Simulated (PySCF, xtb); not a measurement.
Li(Me) (CH3Li), SMILES [Li][CH3].

GFN2-xTB in xtb at its own geometry gives an orbital gap of 3.21 eV and a dipole moment of 4.40 D.

The structure is a stationary point at PBE0-D3(BJ)/def2-TZVPD. The isomer is the one that the SMILES or the coordinates give; other isomers of the formula were not compared.

Q: What does r2SCAN/def2-TZVPD run with PySCF give? (Estimate from the structure and the level; the computed values follow.)

A: gap 3.47 eV (levels -4.00 and -0.54 eV), dipole 5.67 D.
